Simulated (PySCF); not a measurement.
Relaxation of singlet BiH3

These are results of PBE0 in PySCF with Bi x2c-TZVPall, H x2c-TZVPall; spin-free X2C, no spin–orbit coupling; density-fitted integrals, not measurements. A (50,194) grid was used.

A hand-made trigonal planar start, of D3h symmetry, held to at least that symmetry:

Coordinates in bohr (charge 0 multiplicity 1):
```
Bi    0.0000    0.0000    0.0000
H     3.4582    0.0000    0.0000
H    -1.7291    2.9949    0.0000
H    -1.7291   -2.9949    0.0000
```

Task: What does it relax to?

Result: It ends at D3h with Bi–H 1.699 Å (×3); H–Bi–H 120.0° (×3). A frequency run shows 1 imaginary mode, down to 1509i cm⁻¹, so it is a saddle point. Other isomers or separated fragments may lie lower.

Task: How much energy is released, and in how many steps?

Result: 31.9 kJ/mol in 4 steps.

Spin–orbit coupling, left out here, can matter for elements this heavy.
